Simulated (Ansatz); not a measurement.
Gas-phase electronic energies from Ansatz, PBE0-D4/def2-TZVP geometries. CCSD(T)/CBS is the MP2 limit (def2-TZVPP, def2-QZVPP) plus CCSD(T) − MP2 in def2-TZVPP, frozen cores. This one scheme is used for every species. DFT in def2-TZVPP. B3LYP here is the variant with VWN-RPA as its local correlation; programs differ in this. HSE06 is defined as in plane-wave codes. For Ga outer-core shells are correlated without core-valence functions, which leaves a few kJ/mol of doubt a bond. Scalar relativity is left out up to krypton.

Consider the formal exchange of groups at a Ga–C bond: `C#[C][Ga]([C]#C)[C]#C` + CH₄ → `C#[C][Ga]([CH3])[C]#C` + acetylene.

| level | ΔE (kJ/mol) | difference from CCSD(T)/CBS |
| --- | --- | --- |
| revPBE-D4 | 48.0 | 0.4 |
| B97M-V | 54.7 | 7.1 |
| PBE0-D4 | 47.5 | -0.1 |
| B3LYP-D4 | 49.7 | 2.1 |
| r2SCANh-D4 | 50.2 | 2.6 |
| HSE06-D4 | 47.7 | 0.1 |
| BHLYP-D4 | 52.2 | 4.6 |
| B2PLYP | 51.5 | 3.9 |
| PBE0 | 47.1 | -0.5 |
| B3LYP | 48.9 | 1.3 |
| BHLYP | 51.1 | 3.5 |
| MP2/def2-SVP | 59.2 | 11.6 |
| SCS-MP2/def2-TZVPP | 55.2 | 7.6 |
| SCS-MP2/def2-QZVPP | 52.9 | 5.3 |
| HF/CBS(def2) | 57.0 | 9.4 |
| MP2/CBS(def2) | 49.5 | 1.9 |
| CCSD(T)/CBS | 47.6 | 0 |

Largest T1 diagnostic among the species: 0.014.

In def2-TZVPP, CCSD(T) changes the Hartree–Fock value by −5.3 kJ/mol (the triples alone add +0.7 kJ/mol) and MP2 by −3.4 kJ/mol. Leaving LDA and LC-ωPBE aside and taking each functional with its dispersion term where it has one, the values, not all of them listed here, spread over 8.3 kJ/mol, from ωB97M-V to B97M-V. LDA lies −4.5 kJ/mol from PBE without D4.
